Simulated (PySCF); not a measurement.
How methods differ on the ionisation energy of Eu⁵⁴⁺

Eu⁵⁴⁺ [He] 2s2 2p5 (2P) → Eu⁵⁵⁺ [He] 2s2 2p4 (3P), as a difference of total energies. Computed with PySCF 2.14 in an uncontracted even-tempered set (16 s from 30 bohr⁻², ratio 2.5; 11 p from 39 bohr⁻², ratio 2.5; 5 d from 160 bohr⁻², ratio 2.7; 4 f from 230 bohr⁻², ratio 2.7), with the spin-free X2C one-electron Hamiltonian (Gaussian nucleus). Correlated levels: nothing frozen; virtual orbitals above 40 to 60 times the deepest correlated orbital energy dropped. The calculations carry no spin-orbit coupling.

```csv
method,ionisation energy (eV)
UHF,11371.6
MP2 (all electrons),11373.2
SCS-MP2 (all electrons),11373.2
CCSD (all electrons),11373.2
CCSD(T) (all electrons),11373.2
```

Spin-orbit coupling is strong in these open shells (close to jj coupling). The scalar numbers leave it out and a first-order estimate fails, so it can dominate the gap to the real levels.

For this ion Breit and QED terms and the two-electron picture change, all absent here, outweigh the differences among the correlated methods.

For comparison: 11153 ± 5 eV (theoretical estimate listed by NIST; NIST Atomic Spectra Database, ionization energies).
